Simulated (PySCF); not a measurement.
# How methods differ on the ionisation energy of Cu²⁺

Cu²⁺ [Ar] 3d9 (2D) → Cu³⁺ [Ar] 3d8 (3F), as a difference of total energies. All numbers are calculated (PySCF 2.14, the non-relativistic Hamiltonian (point nucleus), in def2-QZVPPD (11s6p5d4f2g, 100 functions)). Correlated levels: valence: [Ar] frozen; valence and next inner shell: [Ne] frozen. The calculations carry no spin-orbit coupling.

```
                                method  ionisation energy (eV)
                                   UHF                  34.314
                                   LDA                  38.371
                                   PBE                  37.648
                                  PBE0                  37.131
                                r2SCAN                  36.775
                             BHandHLYP                  36.631
                             CAM-B3LYP                  37.439
                                  PW91                  37.747
                                revPBE                  37.476
                         MP2 (valence)                  37.048
                     SCS-MP2 (valence)                  36.807
    MP2 (valence and next inner shell)                  37.594
SCS-MP2 (valence and next inner shell)                  37.205
```

Problem. How much does correlation contribute at MP2 (valence and next inner shell)?

Solution. 37.594 − (34.314) = 3.280 eV, measured against UHF.

A first-order spin-orbit estimate (lowest level to lowest level, LS coupling) adds -0.072 eV.

These non-relativistic numbers lack the scalar-relativistic shift.

Errors of the correlated levels include the incompleteness of this basis and the frozen core.

For comparison: 36.841 ± 0.012 eV (measured; NIST Atomic Spectra Database, ionization energies).
